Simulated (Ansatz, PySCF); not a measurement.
C3H6OSi, SMILES C([SiH2]CO)#C. Atoms are numbered in the order given.

```xyz
11

C      1.4753     1.9830     0.9992
C      1.0802     0.8761     0.6718
Si     0.4644    -0.7837     0.1849
C     -1.3778    -0.6999    -0.2661
O     -1.5084     0.1161    -1.4213
H      1.8253     2.9584     1.2840
H      0.6271    -1.7165     1.3345
H      1.2544    -1.2811    -0.9699
H     -1.7482    -1.7342    -0.4324
H     -1.9372    -0.2983     0.6041
H     -2.4514     0.2140    -1.6188
```

Geometry: TPSSh-D3(BJ)/def2-SVP. This is a generated structure with no PubChem entry under its InChIKey; it may be hypothetical. One conformer was computed; it need not be the lowest.

Two levels are set side by side: PBE-D3(BJ)/def2-SVP (Ansatz, an electronic-structure program) and TPSSh-D3(BJ)/def2-SVP (PySCF). Each level has its own optimised geometry; the coordinates shown are those of the second. Frequencies come from the Hessian of PySCF at each geometry. Differences are taken from unrounded values.

```csv
quantity,TPSSh-D3(BJ)
mean bond length (Å),1.361
bond C1–C2 (Å),1.220
bond C2–Si3 (Å),1.836
bond Si3–C4 (Å),1.898
bond C4–O5 (Å),1.420
bond C1–H6 (Å),1.075
bond Si3–H7 (Å),1.489
bond Si3–H8 (Å),1.485
bond C4–H9 (Å),1.111
bond C4–H10 (Å),1.110
bond O5–H11 (Å),0.968
highest harmonic wavenumber (cm⁻¹),3774
mean harmonic wavenumber (cm⁻¹),1265
zero-point energy (kcal/mol),48.83
```

**Question.** What does PBE-D3(BJ) give, and how far is it from TPSSh-D3(BJ)? (The exact figures need the calculation; the answer reports its results.)

**Answer.** 
| quantity | PBE-D3(BJ) | PBE-D3(BJ) minus TPSSh-D3(BJ) |
|---|---|---|
| mean bond length (Å) | 1.369 | 0.008 |
| bond C1–C2 (Å) | 1.229 | 0.009 |
| bond C2–Si3 (Å) | 1.839 | 0.002 |
| bond Si3–C4 (Å) | 1.905 | 0.006 |
| bond C4–O5 (Å) | 1.418 | -0.002 |
| bond C1–H6 (Å) | 1.082 | 0.008 |
| bond Si3–H7 (Å) | 1.506 | 0.016 |
| bond Si3–H8 (Å) | 1.501 | 0.016 |
| bond C4–H9 (Å) | 1.121 | 0.010 |
| bond C4–H10 (Å) | 1.119 | 0.009 |
| bond O5–H11 (Å) | 0.974 | 0.006 |
| highest harmonic wavenumber (cm⁻¹) | 3699 | -75 |
| mean harmonic wavenumber (cm⁻¹) | 1227 | -38 |
| zero-point energy (kcal/mol) | 47.36 | -1.46 |

Exact exchange shortens and stiffens bonds; PBE has none. Differences between two approximate levels are no errors against the true value.
